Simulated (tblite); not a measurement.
C₄H₁₄Si₃.
SMILES: `C=C(C)C([SiH3])([SiH3])[SiH3]`

All values are computed: GFN2-xTB (tblite) harmonic vibrations without scaling, gas phase. The method is semi-empirical: single wavenumbers can be off by several per cent or more. Modes of hydrogen on silicon can be 10 to 20 % off.

Harmonic wavenumbers (cm⁻¹): 41.5, 132.5, 141.2, 159.2, 175.2, 187.1, 190.5, 200.2, 231.1, 243.5, 359.4, 394.6, 479.1, 489.4, 507.4, 512.2, 519.1, 539.6, 542.9, 585.6, 669.3, 769.1, 775.7, 779.5, 785.6, 795.5, 804.0, 808.7, 820.4, 846.3, 857.8, 866.8, 872.7, 920.5, 993.4, 1034.2, 1039.6, 1250.4, 1399.4, 1424.3, 1485.0, 1486.6, 1692.4, 2211.6, 2223.7, 2230.2, 2233.7, 2245.9, 2252.9, 2256.8, 2262.4, 2270.5, 2991.7, 3024.5, 3029.9, 3094.7, 3128.1.

A = 1362, B = 1269, C = 1150 MHz; mass 146.040 u (most abundant isotopes); point group C1, symmetry number 1.

What is the zero-point energy?

½Σν̃ = 32633 cm⁻¹ = 390.37 kJ/mol.

What is S at 298.15 K and 1 bar for an ideal gas of classical rigid rotors and harmonic oscillators?

Translation 171.01, rotation 123.30, vibration 151.73: S = 446.0 J/(mol K).

And Cp and H(298.15 K) − H(0)?

Cp = 208.65 J/(mol K), of which vibrations give 175.40 (their classical limit is 57 R = 473.9); H(298.15 K) − H(0) = 35.38 kJ/mol without the zero-point energy, 25.46 from vibrations.

Blend soft modes into free rotors: weight 1/[1 + (100 cm⁻¹/ν̃)⁴] for the oscillator and the rest for a rotor with moment μB/(μ + B), μ = h/(8π²ν), B = 10⁻⁴⁴ kg m². What vibrational entropy results?

145.20 J/(mol K) in place of 151.73, which changes −T·S at 298.15 K by +1.95 kJ/mol.

How do the functions run with temperature in this model?

```csv
T (K),S (J/(mol K)),Cp (J/(mol K)),H − H(0) (kJ/mol),G − H(0) (kJ/mol),ln q(vib)
100,293.7,89.0,5.59,-23.78,1.57
200,374.6,151.5,17.62,-57.29,4.65
300,447.3,209.6,35.76,-98.44,8.04
500,575.4,292.2,86.62,-201.10,14.91
800,730.5,366.8,186.45,-397.92,24.48
1000,816.0,399.2,263.22,-552.77,30.24
```

q(vib) and H(0) count from the zero-point level.

Hindered rotation and anharmonicity are outside this model. The structure is chiral; the term R ln 2 for an equal mix with its mirror image is left out.

The values belong to the conformer `[CH2:1]=[C:2]([CH3:3])[C:4]([SiH3:5])([SiH3:6])[SiH3:7]`: C1–C2–C4–Si5 -151°.
